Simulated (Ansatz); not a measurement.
Born–Oppenheimer molecular dynamics of CH$_{6}$ClFOSi (11 atoms, charge 0, multiplicity 1). It starts from a rough guess of a transition structure, not a stationary point.

Theory: UHF/def2-SVP (Ansatz).

- ensemble: NVE (velocity Verlet)
- time step: 0.5 fs
- steps asked: 150
- starting velocities drawn for: 1000 K
- seed: 516925

First frame:

```xyz
11
Properties=species:S:1:pos:R:3
Si -0.536 -0.944 -0.998
F 0.884 -1.927 0.017
H 0.529 -0.781 -1.965
H -1.381 -2.033 -0.573
Cl -1.859 0.485 -1.597
H 0.737 -1.000 0.769
O -0.089 -0.033 0.800
C 0.349 1.292 0.867
H -0.419 1.944 0.445
H 1.283 1.445 0.318
H 0.502 1.554 1.916
```

**Question.** What does the run give?

**Answer.** All steps were run.

```
steps done                                               : 150
time covered                                             : 75 fs
mean temperature over the second half                    : 1087 K
spread of the potential energy over the second half      : 17.1 meV per atom
mean potential energy of the second half above the start : -9.3 meV per atom
```

The conserved energy stayed within 0.94 meV per atom of its start (net change 0.051 meV per atom), so the integration is sound. A run of 0.075 ps of so small a system gives no equilibrium averages. The orbitals were unrestricted but ended closed-shell.

**Question.** What happens to the structure?

**Answer.** The planned step would form Si1–O7, F2–H6 and break Si1–F2, H6–O7. These pairs go: Si1–O7 2.06 → 2.41 Å, F2–H6 1.20 → 2.74 Å, Si1–F2 2.00 → 1.63 Å, H6–O7 1.27 → 0.88 Å. In the last frame they stand as before the step (other bonds may differ from the relaxed reactants and products). It ends as CH4O + ClFH2Si. Pairs count as bonded within 1.25 times the sum of covalent radii (0.12 Å more for H–H). Another seed would give other details.

**Question.** How do temperature and energy run in time?

**Answer.** 
| time (fs) | T (K) | potential energy less start (eV) | conserved less start (meV/atom) |
| --- | --- | --- | --- |
| 0 | 1000 | 0.000 | 0.00 |
| 3.5 | 845 | 0.182 | 0.16 |
| 7 | 765 | 0.277 | 0.36 |
| 10.5 | 1330 | -0.387 | -0.21 |
| 14 | 1189 | -0.218 | 0.12 |
| 17.5 | 980 | 0.027 | 0.28 |
| 21 | 1024 | -0.027 | 0.08 |
| 24.5 | 1149 | -0.178 | -0.39 |
| 28 | 1553 | -0.650 | -0.61 |
| 31.5 | 1555 | -0.646 | -0.10 |
| 35 | 1090 | -0.098 | 0.60 |
| 38.5 | 1008 | -0.005 | 0.32 |
| 42 | 1444 | -0.523 | -0.58 |
| 45.5 | 1092 | -0.107 | 0.04 |
| 49 | 1050 | -0.062 | -0.34 |
| 52.5 | 1228 | -0.275 | -0.86 |
| 56 | 898 | 0.122 | 0.29 |
| 59.5 | 753 | 0.297 | 0.82 |
| 63 | 992 | 0.011 | 0.11 |
| 66.5 | 1083 | -0.101 | -0.43 |
| 70 | 1131 | -0.154 | -0.09 |
| 73.5 | 1385 | -0.454 | -0.57 |

The run took 7.9 min on 2 threads of Arm Neoverse N1, on a shared host, peak memory 0.29 GiB.
